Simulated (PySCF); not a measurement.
Compound: C₅H₁₂FPSi.
SMILES with atom numbers: `[CH3:1][P:2]1[CH2:3][CH2:4][SiH:5]([F:6])[CH2:7][CH2:8]1` (hydrogens: H9, H10, H11 on C1; H12, H13 on C3; H14, H15 on C4; H16 on Si5; H17, H18 on C7; H19, H20 on C8)

The same species was optimised twice, with GFN2-xTB and with PBE0-D3(BJ)/def2-SVP (PySCF), and the same property calculations (PySCF, gas phase) were run on both structures.

```tsv
coordinate	GFN2-xTB	PBE0-D3(BJ)/def2-SVP	change
C4–Si5 (Å)	1.895	1.873	-0.022
Si5–C7 (Å)	1.895	1.873	-0.022
Si5–F6 (Å)	1.620	1.632	+0.012
C3–C4 (Å)	1.527	1.535	+0.008
C7–C8 (Å)	1.527	1.535	+0.008
C1–P2 (Å)	1.852	1.847	-0.005
P2–C8 (Å)	1.863	1.865	+0.002
P2–C3 (Å)	1.864	1.866	+0.002
C1–P2–C8 (°)	97.5	99.4	+1.9
C1–P2–C3 (°)	98.0	99.5	+1.5
C4–Si5–F6 (°)	108.6	110.0	+1.4
P2–C3–C4 (°)	111.3	112.2	+0.9
F6–Si5–C7 (°)	108.9	109.8	+0.9
P2–C8–C7 (°)	111.5	112.2	+0.7
C4–Si5–C7 (°)	108.9	108.2	-0.7
C3–P2–C8 (°)	98.4	98.8	+0.4
```

Rotational constants: A = 2925, B = 883.5, C = 748.1 MHz (GFN2-xTB) against A = 2980, B = 867.6, C = 736.7 MHz (PBE0-D3(BJ)/def2-SVP).

On the GFN2-xTB structure: HOMO (eV) -6.71 [PBE0/pcSseg-1]; LUMO (eV) 0.57 [PBE0/pcSseg-1]; dipole (D) 2.52 [PBE0/pcSseg-1]; GIAO shielding of C1 (ppm) 169.7 [PBE0/pcSseg-1]; GIAO shielding of P2 (ppm) 381.2 [PBE0/pcSseg-1]; GIAO shielding of C3/C8 (mean) (ppm) 155.7 [PBE0/pcSseg-1]; GIAO shielding of C4/C7 (mean) (ppm) 172.9 [PBE0/pcSseg-1]; GIAO shielding of Si5 (ppm) 332.7 [PBE0/pcSseg-1]; GIAO shielding of F6 (ppm) 374.7 [PBE0/pcSseg-1].

Question: What do these properties become on the PBE0-D3(BJ)/def2-SVP structure?

Answer: 
```csv
property,level,on GFN2-xTB,on PBE0-D3(BJ)/def2-SVP,change
HOMO (eV),PBE0/pcSseg-1,-6.71,-6.62,+0.09
LUMO (eV),PBE0/pcSseg-1,0.57,0.66,+0.09
dipole (D),PBE0/pcSseg-1,2.52,2.42,-0.10
"energy, GFN2-xTB geometry as zero (kcal/mol)",PBE0/pcSseg-1,0.0,-1.5,-1.5
GIAO shielding of C1 (ppm),PBE0/pcSseg-1,169.7,168.8,-0.9
GIAO shielding of P2 (ppm),PBE0/pcSseg-1,381.2,373.9,-7.3
GIAO shielding of C3/C8 (mean) (ppm),PBE0/pcSseg-1,155.7,156.2,+0.5
GIAO shielding of C4/C7 (mean) (ppm),PBE0/pcSseg-1,172.9,172.6,-0.3
GIAO shielding of Si5 (ppm),PBE0/pcSseg-1,332.7,329.9,-2.8
GIAO shielding of F6 (ppm),PBE0/pcSseg-1,374.7,372.9,-1.8
```

The heavy atoms differ by 0.059 Å rms after alignment. Among bonds between heavy atoms C4–Si5 and Si5–C7 change most and about equally (-0.022 Å). Changes are differences of the printed values. Neither structure is proved a minimum here.
